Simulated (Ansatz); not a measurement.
System: GaH₂, charge 1, singlet. GaH2+ (SMILES [GaH2+]).
B3LYP-D3(BJ)/def2-TZVP minimum from Ansatz (a program for electronic structure):
```
Ga
H 1 1.5293
H 1 1.5293 2 180.00
```
Charge +1, spin multiplicity 1.

Hartree-Fock and MP2 correlation energies in hartree (Ansatz). UHF or UKS for unpaired electrons; spin-orbit terms are left out. Cores are frozen in correlated methods (noble-gas shells, and filled d and f shells in the p block). No relativity. The spin of H2Ga+ ([GaH2+], singlet) was assumed, and the state is the lowest solution found for it.

| basis | X | E(HF) | E(corr, MP2) |
|---|---|---|---|
| cc-pVTZ | 3 | -1924.15859 | -0.05837 |
| cc-pVQZ | 4 | -1924.16172 | -0.06225 |
| cc-pV5Z | 5 | -1924.16217 | withheld |

Q: Fit E(corr) = E∞ + A/X³ to X = 3 and 4, predict X = 5, and compare with the run.

A: A = (-0.05837 - (-0.06225))/(1/27 - 1/64) = 0.1812; E∞ = -0.06225 - A/64 = -0.06508; at X = 5, E∞ + A/125 = -0.06363. The run gave -0.06362, 0.01 mEh above the prediction. The same form on X = 4 and 5 gives E∞ = -0.06506, 0.02 mEh above the first estimate.
